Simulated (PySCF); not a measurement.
A GIAO shielding run with PySCF 2.14 (density fitting, non-relativistic, gas phase) on SMILES S(CC(=O)[SiH3])C[SiH3], C3H10OSSi2:

```
$ OMP_NUM_THREADS=1 python probes_run.py task.json out

{"job": {"kind": "nmr", "xc": "PBE0", "basis": "pcSseg-1"}, "charge": 0, "multiplicity": 1}
O      1.716718    -2.018614     0.768881
C      1.599231    -1.125429    -0.037506
Si     2.349185     0.622394     0.246305
C      0.739963    -1.274287    -1.266794
S     -0.385693     0.151066    -1.290549
C     -1.408777    -0.248853     0.159201
Si    -2.546745     1.219028     0.587021
H      3.612434     0.388299     0.940302
H      2.540933     1.264577    -1.049679
H      1.424982     1.370630     1.096353
H      1.352033    -1.184364    -2.163819
H      0.173519    -2.207337    -1.286717
H     -0.738819    -0.480570     0.985019
H     -1.979849    -1.143935    -0.082648
H     -3.359112     0.791129     1.727062
H     -1.713762     2.367638     0.938517
H     -3.383240     1.520658    -0.572035
```

Hardware: 1 thread of an Arm Neoverse N1, shared host. The job also computes population analyses, field gradients.

Task: How large is the calculation?

Result: 80 electrons, 190 basis functions and 1057 auxiliary functions.

Task: How long does it take, and how much memory does it need?

Result: 59 s of wall time, with 14 SCF cycles and 5 response iterations; peak memory 0.85 GiB. Times on a shared host scatter by some tens of per cent.
